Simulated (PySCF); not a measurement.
FGeH5OSi, SMILES [O]([SiH2]F)[GeH3].

Coordinates come from a PBE0-D3(BJ)/def2-SVP optimisation. This is a generated structure with no PubChem entry under its InChIKey; it may be hypothetical. Other conformers were not sampled.

Level of theory: TDA-PBE/def2-SVPD in PySCF.

Vertical excitations. Isolated molecule, no solvent.

Q: Give excitation energies, oscillator strengths and character. (An estimate is asked for; the answer gives what the named calculation found.)

A: 
| state | energy (eV) | λ (nm) | f | main pairs |
|---|---|---|---|---|
| S1 | 6.32 | 196 | 0.005 | HOMO→LUMO 99 % |
| S2 | 6.79 | 183 | 0.010 | HOMO−1→LUMO 94 % |
| S3 | 6.82 | 182 | 0.029 | HOMO→LUMO+1 93 % |
| S4 | 7.30 | 170 | 0.013 | HOMO→LUMO+2 51 %, HOMO−2→LUMO 32 %, HOMO−1→LUMO+1 15 % |
| S5 | 7.33 | 169 | 0.025 | HOMO−1→LUMO+1 62 %, HOMO−2→LUMO 34 % |
| S6 | 7.34 | 169 | 0.013 | HOMO→LUMO+2 47 %, HOMO−2→LUMO 33 %, HOMO−1→LUMO+1 18 % |
| S7 | 7.82 | 159 | 0.017 | HOMO−1→LUMO+2 71 %, HOMO−2→LUMO+1 14 % |
| S8 | 7.86 | 158 | 0.009 | HOMO→LUMO+4 60 %, HOMO→LUMO+3 30 % |
| S9 | 7.87 | 157 | 0.053 | HOMO−2→LUMO+1 63 %, HOMO→LUMO+3 21 % |
| S10 | 7.89 | 157 | 0.012 | HOMO→LUMO+3 42 %, HOMO→LUMO+4 27 %, HOMO−1→LUMO+2 14 %, HOMO−2→LUMO+1 8 % |
| T1 | 6.02 | 206 | 0 | HOMO→LUMO 99 % |
| T2 | 6.44 | 193 | 0 | HOMO−1→LUMO 99 % |
| T3 | 6.60 | 188 | 0 | HOMO→LUMO+1 97 % |
| T4 | 6.96 | 178 | 0 | HOMO−1→LUMO+1 87 % |
Triplets are in the Tamm–Dancoff approximation.
